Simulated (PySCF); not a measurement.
H9Si4, SMILES [SiH2]([SiH2][SiH2])[SiH3], multiplicity 2.

Coordinates come from a ωB97X-D3(BJ)/def2-SVP optimisation. The isomer is the one that the SMILES or the coordinates give; other isomers of the formula were not compared. One conformer was computed; it need not be the lowest.

Level of theory: TDA-PBE/def2-SVPD (PySCF).

Vertical excitations. Gas-phase values at a fixed geometry.

Computed lowest excited states:
```tsv
state	energy (eV)	λ (nm)	f	main pairs
root 1	3.38	367	0.069	β HOMO→LUMO 94 %
root 2	3.90	318	0.001	α HOMO→LUMO 13 %, β HOMO−1→LUMO 84 %
root 3	4.06	305	0.018	α HOMO→LUMO 28 %, β HOMO−2→LUMO 58 %, β HOMO−1→LUMO 11 %
root 4	4.20	295	0.001	α HOMO→LUMO+1 99 %
root 5	4.23	293	0.100	α HOMO→LUMO 50 %, β HOMO−2→LUMO 37 %
root 6	4.40	282	0.002	α HOMO→LUMO+2 94 %
root 7	4.44	279	0.002	α HOMO→LUMO+3 98 %
root 8	4.52	274	0.000	β HOMO−3→LUMO 98 %
root 9	4.64	267	0.130	α HOMO→LUMO+4 56 %, α HOMO→LUMO+5 36 %
root 10	4.64	267	0.000	β HOMO−4→LUMO 96 %
```
Unrestricted roots are not spin-pure.
